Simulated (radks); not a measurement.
Q: Coherent X-ray form factor from a spherical all-electron density. Method: scalar-relativistic Kohn-Sham, BLYP, spin-unpolarised, spherical densities, finite nucleus; Fermi nuclear charge, rms radius of each element as measured or else 0.836 A^(1/3) + 0.57 fm; computed with a radial shooting solver on a logarithmic mesh with Libxc functionals.

sin(theta)/lambda (1/angstrom)  f0 (electrons)
0.05                                    44.793
0.1                                     44.184
0.15                                    43.201
0.2                                     41.893
0.25                                    40.318
0.3                                     38.544
0.4                                     34.677
0.5                                     30.798
0.6                                     27.273
0.8                                     21.891
1                                       18.501
1.25                                    15.727
1.5                                     13.454
2                                        9.489

The species is in the configuration that NIST lists as its ground one. Which atom or ion scatters so?

A: The lanthanum ion La12+, [Kr] 4d9. Extrapolating in s^2 from the first two rows gives f0(0) = 45.0, near the electron count 45; among species with that count, the fall with angle is slower the higher Z, and the table is that of Z = 57; from so few rows the species is fixed only to a neighbour or two.
